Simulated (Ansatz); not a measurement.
Ideal-gas functions of Cl2F4W (`[F][W]([F])([F])([F])([Cl])[Cl]`) at 500 K and 1 bar, from an Ansatz frequency run at PBE0-D4/def2-TZVP.

Molar mass 330.74 g/mol, point group C2v (symmetry number 2), electronic degeneracy 1, moments of inertia 358.306, 381.134, 482.948 u Å². Harmonic wavenumbers (cm⁻¹, unscaled): 106, 119, 124, 193, 212, 232, 283, 288, 297, 389, 414, 671, 671, 708, 733.

Use S(trans) = R[1.5 ln M + 2.5 ln T − 1.1517]; rotational temperatures θ = 24.2544 K / I; S(rot) = R[ln(√π/σ · √(T³/θAθBθC)) + 1.5]; for each mode x = 1.438777 ν̃/T, S = R[x/(eˣ − 1) − ln(1 − e⁻ˣ)] and H = RT x/(eˣ − 1); 1 cm⁻¹ = 0.0119627 kJ/mol; R = 8.31446 J/(mol·K).

By hand: the entropy, in J/(mol·K).

Translation 192.0. Rotation: θ = 0.0677, 0.0636, 0.0502 K, giving 124.1. Vibration, mode by mode: 18.22, 17.27, 16.93, 13.31, 12.55, 11.83, 10.25, 10.11, 9.87, 7.80, 7.33, 4.03, 4.03, 3.70, 3.50, in all 150.7. Electronic 0.0. Sum 466.8 J/(mol·K).

By hand: H − E and G − E in kJ/mol, counted from the electronic energy.

Zero-point energy ½ × 5440 × 0.0119627 = 32.5; thermal vibration 37.2; translation, rotation and pV give 4 RT = 16.6. H − E = 86.3 kJ/mol, and G − E = 86.3 − 500 × 466.8/1000 = -147.1 kJ/mol.

Vibration gives 32 % of the entropy, 52.4 J/(mol·K) of it from the modes under 150 cm⁻¹: soft modes count most, and the harmonic formula is weakest for them.
